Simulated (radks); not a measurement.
Results of a calculation; reference values are marked as such.
Ionisation of Tm2+, [Xe] 4f13, to Tm3+, [Xe] 4f12, under several functionals. Scalar-relativistic Kohn-Sham, spin-polarised, spherical densities, finite nucleus; open shells are filled with parallel spins first (spin-orbit coupling, left out, can overturn this in heavy ions); a radial shooting solver on a logarithmic mesh with Libxc functionals.

functional                                      E(Tm2+) (hartree)  Exc (hartree)  IE (eV)  -e(HOMO) (eV)  <r> HOMO (bohr)  IE error (eV)
PBE                                                   -13565.3315      -284.8281   25.799         17.161           0.8038         +2.139
B86b exchange with PBE correlation                    -13566.4393      -285.9395   25.816         17.175           0.8036         +2.156
BLYP                                                  -13566.2027      -285.6772   25.658         17.052           0.8054         +1.998
LDA (Slater exchange, Perdew-Wang correlation)        -13556.8784      -276.3703   26.164         17.498           0.8026         +2.504
Wu-Cohen GGA                                          -13564.2915      -283.7875   25.851         17.196           0.8032         +2.191
AM05                                                  -13557.2228      -276.7246   25.881         17.212           0.8025         +2.221
XLYP                                                  -13567.0489      -286.5239   25.693         17.095           0.8058         +2.033

NIST Atomic Spectra Database: 23.66 eV (semi-empirical). Closest: BLYP. The Delta-SCF values span 0.51 eV, the total energies 10.17 hartree. The highest occupied level is 4f. Open shells are spherical and high-spin; term and fine-structure splittings are not resolved. Spin-orbit splitting is averaged out at the scalar-relativistic level.
